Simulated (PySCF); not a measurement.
Isomers of C7H13F, from PySCF 2.14.0, PBE0-D3(BJ)/def2-SVP geometry optimisation, gas phase. One conformer each, no zero-point energy, no frequencies.

Task: Which is lowest in electronic energy at this level?
A. `CC(C)(C)[C@@H]1C[C@H]1F`: A = 3256, B = 1306, C = 1214 MHz, dipole 1.73 D
B. `[CH3:1][C:2]([CH3:3])=[C:4]([CH3:5])[CH2:6][CH2:7][F:8]` with C2–C4–C6–C7 95°, C4–C6–C7–F8 176°: A = 3235, B = 1092, C = 881.7 MHz, dipole 2.11 D
C. `[CH2:1]=[CH:2][CH2:3][C@@H:4]([CH2:5][CH3:6])[CH2:7][F:8]` with C1–C2–C3–C4 123°, C2–C3–C4–C5 172°, C3–C4–C5–C6 -68°, C3–C4–C7–F8 176°: A = 2269, B = 1302, C = 888.2 MHz, dipole 1.54 D

Result: B. That is `CC(C)=C(C)CCF`, 3.5 kcal/mol below the next.

| SMILES | mapped SMILES | E (Eh) | relative (kcal/mol) | relative (kJ/mol) | dipole (D) |
| --- | --- | --- | --- | --- | --- |
| CC(C)=C(C)CCF | [CH3:1][C:2]([CH3:3])=[C:4]([CH3:5])[CH2:6][CH2:7][F:8] | -373.70597 | 0.0 | 0.0 | 2.11 |
| CC(C)(C)[C@@H]1C[C@H]1F | [CH3:1][C:2]([CH3:3])([CH3:4])[C@@H:5]1[CH2:6][C@H:7]1[F:8] | -373.70042 | 3.5 | 14.6 | 1.73 |
| C=CC[C@@H](CC)CF | [CH2:1]=[CH:2][CH2:3][C@@H:4]([CH2:5][CH3:6])[CH2:7][F:8] | -373.69980 | 3.9 | 16.2 | 1.54 |
